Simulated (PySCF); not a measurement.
Ag⁺ (silver, charge +1) across methods

[Kr] 4d10, closed-shell 1S. All numbers are calculated (PySCF 2.14, scalar relativity through the core potential, in def2-TZVPPD with the def2 core potential (28 electrons)).

```csv
method,E (hartree),mean ε 4s (eV),mean ε 4p (eV),mean ε 4d (eV),Σ⟨r²⟩ (bohr²),⟨S²⟩
r2SCAN,-146.7275,-107.98,-69.807,-15.704,32.18,0.000
BLYP,-146.6481,-105.26,-67.970,-15.517,32.73,0.000
MN15,-146.3914,-107.24,-70.582,-18.257,32.51,0.000
r2SCANh,-146.7158,-109.79,-71.265,-16.437,32.10,0.000
PBE0,-146.6845,-110.59,-72.168,-17.398,32.20,0.000
PBE,-146.6896,-105.17,-67.941,-15.563,32.55,0.000
UHF,-145.88329,-125.93,-83.966,-22.042,31.63,0.000
LDA,-146.4038,-105.27,-68.060,-15.857,32.75,0.000
```

(1) Estimate the same row for revPBE.

Energies and moments cover only the electrons outside the core potential.

Answers

(1) E (hartree) = -146.7445; mean ε 4s (eV) = -105.09; mean ε 4p (eV) = -67.858; mean ε 4d (eV) = -15.460; Σ⟨r²⟩ (bohr²) = 32.47; ⟨S²⟩ = 0.000.
